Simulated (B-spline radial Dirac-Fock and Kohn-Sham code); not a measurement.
X-ray form factors of antimony in several charge states

Model: Dirac-Fock orbitals of the configuration average with a finite nucleus. Program: a radial finite-basis atomic code.

Configurations: Sb¹²⁺ [Kr] 4d3; Sb¹⁵⁺ [Ar] 3d10 4s2 4p6; Sb²⁰⁺ [Ar] 3d10 4s2 4p1. The first column is f₀ of Sb¹²⁺, the others are differences from it.

```tsv
s (Å⁻¹)	Sb¹²⁺	Δ Sb¹⁵⁺	Δ Sb²⁰⁺
0	39.000	-3.000	-8.000
0.1	38.263	-2.795	-7.542
0.2	36.215	-2.249	-6.300
0.3	33.282	-1.534	-4.610
0.4	29.985	-0.843	-2.873
0.5	26.777	-0.312	-1.408
0.7	21.569	+0.146	+0.194
0.9	18.039	+0.103	+0.385
1.1	15.445	-0.024	+0.076
1.4	12.198	-0.088	-0.235
```

Values without a named source are computed, but for edge energies of neutral atoms, which are taken from tables.
